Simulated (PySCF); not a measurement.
Compound: C6H11N.
Atom-mapped SMILES: `[CH2:1]=[CH:2][CH:3]([CH:4]=[CH2:5])[CH2:6][NH2:7]` (hydrogens: H8, H9 on C1; H10 on C2; H11 on C3; H12 on C4; H13, H14 on C5; H15, H16 on C6; H17, H18 on N7)

Structure optimised with GFN2-xTB, isolated species.

Problem. What internal coordinates does the optimisation give?

Solution. 
```json
{"bond": "C1=C2, C4=C5", "length (Å)": "1.320", "order": "double"}
{"bond": "C2–C3, C3–C4", "length (Å)": "1.499", "order": "single"}
{"bond": "C3–C6", "length (Å)": "1.562", "order": "single"}
{"bond": "C6–N7", "length (Å)": "1.443", "order": "single"}
{"bond": "C1–H8, C5–H14", "length (Å)": "1.077", "order": "single"}
{"bond": "C1–H9, C5–H13", "length (Å)": "1.078", "order": "single"}
{"bond": "C2–H10, C4–H12", "length (Å)": "1.083", "order": "single"}
{"bond": "C3–H11", "length (Å)": "1.094", "order": "single"}
{"bond": "C6–H15, C6–H16", "length (Å)": "1.094", "order": "single"}
{"bond": "N7–H17, N7–H18", "length (Å)": "1.014", "order": "single"}
```

Bonds in one row agree within 0.01 Å and their mean is given. Orders are formal, as drawn. A selection of angles:
```json
{"angle": "C2–C1–H8", "degrees": "122.0"}
{"angle": "C2–C1–H9", "degrees": "121.7"}
{"angle": "H8–C1–H9", "degrees": "116.3"}
{"angle": "C1–C2–C3", "degrees": "124.3"}
{"angle": "C1–C2–H10", "degrees": "120.0"}
{"angle": "C3–C2–H10", "degrees": "115.8"}
{"angle": "C2–C3–C4", "degrees": "110.7"}
{"angle": "C2–C3–C6", "degrees": "110.3"}
{"angle": "C2–C3–H11", "degrees": "109.4"}
{"angle": "C6–C3–H11", "degrees": "106.6"}
{"angle": "C3–C6–N7", "degrees": "116.9"}
{"angle": "C3–C6–H15", "degrees": "108.0"}
{"angle": "N7–C6–H15", "degrees": "107.6"}
{"angle": "H15–C6–H16", "degrees": "108.3"}
{"angle": "C6–N7–H17", "degrees": "110.8"}
{"angle": "H17–N7–H18", "degrees": "108.4"}
```

Torsions: C1–C2–C3–C4 132° (anticlinal); C2–C3–C4–C5 -131° (anticlinal); C2–C3–C6–N7 -61° (synclinal).

The C–C distances run from 1.320 Å (C4=C5, drawn double) to 1.562 Å (C3–C6, drawn single), a spread of 0.242 Å. N7 (primary amine nitrogen) is pyramidal (angles 110.8°, 110.8° and 108.4°, sum 330.1°, 0.36 Å off the plane of its three neighbours). Of the pairs four or more bonds apart, C2···H18 is among the closest relative to their van der Waals radii: 2.76 Å, 95 % of the sum of Bondi's values.

Point group: Cs (tolerance 0.08 Å). Stationary, but not proved a minimum. The numbers are those of one conformer (C1–C2–C3–C4 132°, C2–C3–C4–C5 -131°, C2–C3–C6–N7 -61°, C3–C6–N7–H -60° and 60°).

The numbers are calculated, not measured.
